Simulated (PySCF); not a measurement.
MoH5, SMILES [MoH5] (connectivity only; charge and spin as stated), neutral, multiplicity 2. The structure is a stationary point at PBE-D3(BJ)/def2-TZVPD. The multiplicity is an assumed one; other spin states were not compared. The def2 effective core potentials stand for the cores of Mo; spin–orbit coupling is left out.

Calculation: PBE-D3(BJ)/def2-TZVPD run with PySCF.

Harmonic wavenumbers (cm⁻¹): 417, 512, 796, 821, 842, 908, 927, 1863, 1899, 1908, 1976, 1982. Rotational constants (GHz): 58.38, 57.50, 46.39; symmetry number 1.

**Question.** Work out the zero-point energy and the ideal-gas rigid-rotor harmonic-oscillator thermochemistry at 298.15 K and 1 atm.

**Answer.** ZPE = ½ Σ hcν = ½ × 14851 cm⁻¹ = 88.83 kJ/mol. H − E(el) = 100.93 kJ/mol. Entropy in J/(mol K): translation 166.30, rotation 76.46, vibration 9.94, spin 5.76, total 258.47. G − E(el) = 23.87 kJ/mol. Cp = 56.47 J/(mol K).
